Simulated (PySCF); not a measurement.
## Fractional electron number in Zr (zirconium, neutral)

The 5s beta orbital of [Kr] 4d2 5s2 is emptied in steps (occupation f), with all orbitals relaxed, ending at [Kr] 4d2 5s1. Calculation: PySCF 2.14, in x2c-TZVPall (8s6p6d1f, 63 functions); the spin-free X2C one-electron Hamiltonian (Gaussian nucleus). The exact energy is a straight line in f; departures are measured from the line between the end points of the same method.

```tsv
f	r2SCAN0 (eV)
1	0.000
0.8	-0.238
0.6	-0.348
0.4	-0.336
0.2	-0.209
0	0.000
```

Problem. For r2SCAN0, how does the orbital energy at f = 1 compare with the removal energy?

Solution. −ε = 4.613 eV against a total-energy difference of 6.128 eV. By Janak's theorem ε = ∂E/∂f, so the gap between them reflects the curvature. Along the path −ε is 5.258 (f = 0.8), 5.896 (f = 0.6), 6.479 (f = 0.4), 7.015 (f = 0.2) eV.

Reference removal energy between the ground levels: 6.634 eV (measured; NIST Atomic Spectra Database, ionization energies). The calculation has no spin-orbit coupling.
